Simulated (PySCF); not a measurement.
SMILES O=CCC[SiH3] (C3H8OSi) at its GFN2-xTB optimised geometry (Å):

```
13

O      0.6867    -1.5281     0.0000
C     -0.5134    -1.5281     0.0000
C     -1.3504    -0.2940     0.0000
C     -0.5503     0.9258     0.4354
Si     1.1777     1.0345    -0.3834
H     -1.0779    -2.4800    -0.0224
H     -1.6982    -0.1686    -1.0319
H     -2.2394    -0.4546     0.6166
H     -0.4286     0.8948     1.5187
H     -1.1292     1.8214     0.2132
H      2.2394     0.5369     0.4798
H      1.4068     2.4800    -0.5696
H      1.1483     0.4446    -1.7211
```

Calculation: PBE0/def2-TZVP (PySCF).

Map of the HOMO−1 amplitude (bohr^(-3/2)) on the plane z = 1.0 Å; orbital energy -8.59 eV, overall sign arbitrary:

```
|*******************************|
|*******************************|
|*******************************|
|*******************************|
|*******************************|
|*******************************|
|*******************************|
|*********++++******************|
|********++++++**##*************|
|********++===+*####************|
|********+==-:=*#%%##***********|
|********+=-: :+%@%%#***+*******|
|********+=-. .+%@@%##**++******|
|*********+=:.:+%%%%##*+++******|
|****#####*+=-=*#%%%#***+*******|
|****##%%%#*+=+*#####***********|
|***###%@@%#*++**####***********|
|***###%@@@#**+*****************|
|***###%%@%#**+*****************|
|****###%%##********************|
|*****######********************|
|******####*******++************|
|******************+************|
|*******************************|
|*******************************|
|*******************************|
|*******************************|
|*******************************|
|*******************************|
|*******************************|
|*******************************|
```
Scale: ten equal steps from -0.145 (start of ' ') to 0.076 (end of '@'), in the order ' .:-=+*#%@'; x runs from -4.50 to 4.50, y from -4.50 (bottom) to 4.50 (top).
